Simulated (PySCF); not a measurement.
Shifts of the heteroatoms

Cartesian coordinates in Å; atom numbers follow the order of the lines, from 1:
```xyz
22

C    -1.3291   -0.1200    1.3217
N    -1.1907    0.3311   -0.0390
C    -1.6320    1.6849   -0.2241
Si   -0.3070   -0.5699   -1.2002
N    -1.2048   -1.9980   -1.5383
C     1.3295   -1.2785   -0.5364
F     1.5030   -2.5984   -0.8763
C     2.2989   -0.7178    0.1737
Si    2.3753    1.0564    0.7623
H    -2.3695   -0.0222    1.6488
H    -1.0382   -1.1640    1.3947
H    -0.6994    0.4698    1.9993
H    -2.6938    1.7744    0.0322
H    -1.0712    2.3806    0.4126
H    -1.5009    1.9790   -1.2612
H    -0.0203    0.3432   -2.3154
H    -0.7404   -2.8107   -1.9079
H    -2.1496   -1.9371   -1.8788
H     3.1440   -1.3466    0.4390
H     3.7622    1.5120    0.6046
H     1.4921    1.9339   -0.0035
H     2.0318    1.1173    2.1896
```

Relativity neglected, one conformer, averaged over atoms made equivalent by symmetry, fast rotation or ring inversion, no solvent. NMR shieldings at PBE0/pcSseg-1/GIAO; structure optimised with GFN2-xTB; PySCF.

Task: What are the $^{19}$F shifts?

Result: 
| atoms | environment | σ (ppm) | δ (ppm) |
| --- | --- | --- | --- |
| F7 | vinylic fluorine | 226.7 | -58.5 |

Shieldings were converted by a linear fit to measured shifts: $^{19}$F: δ = 146.13 − 0.903σ +14.6 on sp3 carbon (rms 6.0 ppm, 223 shifts, 7.0 ppm with the 5 outliers that the fit left out vs CFCl3, solution or neat liquid). A few per cent of atoms miss by over 2 rms, more outside the fitted compound classes.

On a 600 MHz spectrometer $^{19}$F resonates near 564.6 MHz, so 1 ppm is 564.6 Hz.

Task: Where does $^{29}$Si resonate?

Result: 
```
atoms                  environment  σ (ppm)  δ (ppm)
  Si4  silicon bonded to C, 2 N, H    384.4    -36.0
  Si9     silicon bonded to C, 3 H    435.0    -77.6
```

Shieldings were converted by a linear fit to measured shifts: $^{29}$Si: δ = 279.94 − 0.822σ (rms 8.9 ppm, 72 shifts, 25.8 ppm with the 6 outliers that the fit left out vs TMS, solution or neat liquid). A few per cent of atoms miss by over 2 rms, more outside the fitted compound classes.

On a 400 MHz spectrometer $^{29}$Si resonates near 79.5 MHz, so 1 ppm is 79.5 Hz.

Task: Predict the $^{15}$N NMR data.

Result: 
```tsv
atoms	environment	σ (ppm)	δ (ppm)
N2	nitrogen bonded to 2 C, Si	235.5	-365.1
N5	nitrogen bonded to Si, 2 H	244.6	-373.5
```

Shieldings were converted by a linear fit to measured shifts: $^{15}$N (scatter 6.3 ppm rms vs CH3NO2, solution or neat liquid). Occasional misses reach two or three times the rms, and more in compound classes unlike the fitted ones.

On a 500 MHz spectrometer $^{15}$N resonates near 50.7 MHz, so 1 ppm is 50.7 Hz.
